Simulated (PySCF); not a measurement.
Electron correlation in Sn⁺ (tin, charge +1)

[Kr] 4d10 5s2 5d1, 2D determinant (an excited configuration). All numbers are calculated (PySCF 2.14, scalar relativity by spin-free X2C-1e, in aug-cc-pwCVTZ-DK3 with one added diffuse shell each of s, p, d, f type (11s10p8d5f1g, 125 functions)). Frozen: [Ar] 3d10; 21 electrons correlated.

MP2 pair energies summed by pair of shells (mhartree):

```
 pair   energy  share (%)
4d-4d  -336.76       46.9
4p-4d  -137.46       19.1
4d-5s   -97.25       13.5
4p-4p   -42.97        6.0
4s-4d   -28.23        3.9
5s-5s   -25.32        3.5
4s-4p   -16.43        2.3
5s-5d   -12.56        1.7
4p-5s   -10.45        1.5
4d-5d    -5.89        0.8
4s-4s    -3.39        0.5
4s-5s    -1.19        0.2
4p-5d    -0.32        0.0
4s-5d    -0.06        0.0
```

Total MP2 correlation energy: -718.27 mhartree.

Same-spin part -242.22 and opposite-spin part -476.05 mhartree; SCS-MP2 scales them by 1/3 and 6/5 to -652.00 mhartree.
